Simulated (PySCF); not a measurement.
C3H2F3, SMILES FC([C]=C)(F)F, multiplicity 2.

Geometry optimised at PBE-D3(BJ)/def2-SVP. The isomer is the one that the SMILES or the coordinates give; other isomers of the formula were not compared.

Level of theory: B3LYP/def2-TZVP (PySCF).

Computed frontier levels, dipole moment and polarisability:
```json
{
 "α spin, highest occupied and lowest empty level": "-7.73 and -1.31 eV",
 "β spin, highest occupied and lowest empty level": "-8.61 and -3.48 eV",
 "dipole_moment": "2.39 D",
 "quadrupole, principal values (traceless, Buckingham form, about the centre of nuclear charge)": "-4.25, -1.58, 5.84 D·Å",
 "mean_static_polarisability": "38.0 bohr³ (5.63 Å³)",
 "polarisability_principal_values": "29.4, 33.5, 51.1 bohr³",
 "⟨S²⟩": "0.761 (pure state 0.75)"
}
```
